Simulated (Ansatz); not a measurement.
Consider the cleavage of the Si–Ga bond: `S[SiH2][GaH2]` + `O[SiH2]O` → `O[SiH2]O[SiH2]S` + `[GaH3]`.

Computed with Ansatz on PBE0-D4/def2-TZVP structures; ΔE is electronic, products minus reactants. CBS: MP2 limit from def2 TZ/QZ plus the TZ coupled-cluster correction, frozen cores. DFT in def2-TZVPP. B3LYP here is the variant with VWN-RPA as its local correlation; programs differ in this. For Ga outer-core shells are correlated without core-valence functions, which leaves a few kJ/mol of doubt a bond. Scalar relativity is left out up to krypton. Each species was taken in one conformer, which may not be the lowest.

`S[SiH2][GaH2]`:

Z-matrix (Å, degrees):
```
Si
Ga 1 2.400
S 1 2.165 2 100.7
H 1 1.486 2 115.4 3 110.2
H 1 1.490 2 117.4 3 -120.5
H 2 1.574 1 117.7 3 69.5
H 2 1.570 1 122.5 3 -102.5
H 3 1.344 1 95.0 2 -58.5
```

`O[SiH2]O`:

Z-matrix (Å, degrees):
```
Si
O 1 1.642
O 1 1.642 2 113.5
H 1 1.481 2 111.5 3 116.9
H 1 1.481 2 103.8 3 -121.2
H 2 0.958 1 117.7 3 -66.0
H 3 0.958 1 117.7 2 -66.0
```

`O[SiH2]O[SiH2]S`:

Cartesian coordinates in Å:
```
O 1.895 -0.920 0.178
Si 1.517 0.665 0.025
O -0.004 0.870 -0.561
Si -1.525 0.381 -0.246
S -1.575 -1.548 0.687
H 1.326 -1.439 0.754
H 1.589 1.362 1.334
H 2.466 1.227 -0.955
H -2.268 0.342 -1.523
H -2.171 1.274 0.744
H -1.250 -2.213 -0.435
```

`[GaH3]`:

```xyz
4

Ga    0.000    0.000    0.001
H    -1.428    0.267   -0.591
H     0.956    1.203    0.315
H     0.473   -1.470    0.275
```

Q: Is it downhill or uphill in electronic energy at CCSD(T)/CBS, and by how much? (Estimate.)

A: The calculation gave: Downhill: ΔE = -99.4 kJ/mol.

Q: What do these levels give: r2SCAN-D4, B3LYP-D4, B2PLYP, CAM-B3LYP, HF/def2-TZVPP, MP2/def2-QZVPP? (Best estimate.)

A: Computed: r2SCAN-D4 -97.3, B3LYP-D4 -102.1, B2PLYP -102.4, CAM-B3LYP -107.4, HF/def2-TZVPP -123.3, MP2/def2-QZVPP -106.5 kJ/mol.

Largest T1 diagnostic among the species: 0.013.

From PBE to PBE0 (25 % exact exchange), in def2-TZVPP and without D4, ΔE moves by −9.7 kJ/mol. Leaving LDA and LC-ωPBE aside and taking each functional with its dispersion term where it has one, the values, not all of them listed here, spread over 34.7 kJ/mol, from BHLYP-D4 to PBE-D4. LDA lies −10.0 kJ/mol from PBE without D4. The D4 term adds −6.1 kJ/mol with B3LYP and −3.7 kJ/mol with PBE0; it sums over pairs of atoms, weighted by their polarisabilities, and B3LYP, whose exchange is more repulsive, gets the larger term.
